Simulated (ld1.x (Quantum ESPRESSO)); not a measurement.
## Ranking PAW potentials for aluminium (Al)

All share these settings but for the change named:

* Element: Al
* Generator: ld1.x (Quantum ESPRESSO) 7.5
* Type: PAW
* Functional: revPBE
* Relativity: scalar-relativistic
* Frozen core: [Ne]
* Valence charge: 3
* Reference configuration: 3s1.5 3p1.5
* Partial waves: 3s (bound): rcut 1.75, rcutus 2.40 bohr; 3s channel at -0.2 Ry: rcut 1.75, rcutus 2.40 bohr; 3p (bound): rcut 2.40, rcutus 2.75 bohr; 3p channel at 2.65 Ry: rcut 2.40, rcutus 2.75 bohr; 3d channel at -0.15 Ry: rcut 2.50, rcutus 3.00 bohr; 3d channel at 1.55 Ry: rcut 2.50, rcutus 3.00 bohr
* Local potential: all-electron potential smoothed inside 1.85 bohr (lloc = -1)
* Core correction: Bessel-smoothed model core inside 2.45 bohr
* Augmentation charge: PSQ, radius 1.25 bohr

Test errors are all-electron minus pseudo excitation energies from the reference, over 3s2 3p1; 3s2 3p0; 3s1 3p0; 3s1 3p2; 3s2 3p1.3; 3s0 3p3; 3s2 3p0.5. None of these files shows a bound ghost.

The base gives 10.8 meV.

Of 8 variants that were run, those that failed, showed a ghost or another fault, or gave nearly equal values are left out.

A variant can come out equal or close to the base, since the largest error may sit in a test that the change hardly touches while other tests move.

Task: Rank these variants by their largest absolute test error, smallest first.
A. all radii but the core radius scaled by about 1.12 (s 2.68, p 3.08, d 3.36 bohr, rcut 1.96/2.68/2.80); local potential all-electron potential smoothed inside 2.08 bohr (lloc = -1); augmentation PSQ, radius 1.40 bohr
B. all radii but the core radius scaled by about 1.04 (s 2.50, p 2.86, d 3.12 bohr, rcut 1.82/2.50/2.60); local potential all-electron potential smoothed inside 1.92 bohr (lloc = -1); augmentation PSQ, radius 1.30 bohr
C. all radii but the core radius scaled by about 0.93 (s 2.22, p 2.56, d 2.78 bohr, rcut 1.62/2.22/2.32); local potential all-electron potential smoothed inside 1.72 bohr (lloc = -1); augmentation PSQ, radius 1.16 bohr
D. all radii but the core radius scaled by about 1.20 (s 2.88, p 3.30, d 3.60 bohr, rcut 2.10/2.88/3.00); local potential all-electron potential smoothed inside 2.22 bohr (lloc = -1); augmentation PSQ, radius 1.50 bohr

Result: C (8.2 meV), B (11.5 meV), A (13.8 meV), D (15.6 meV).
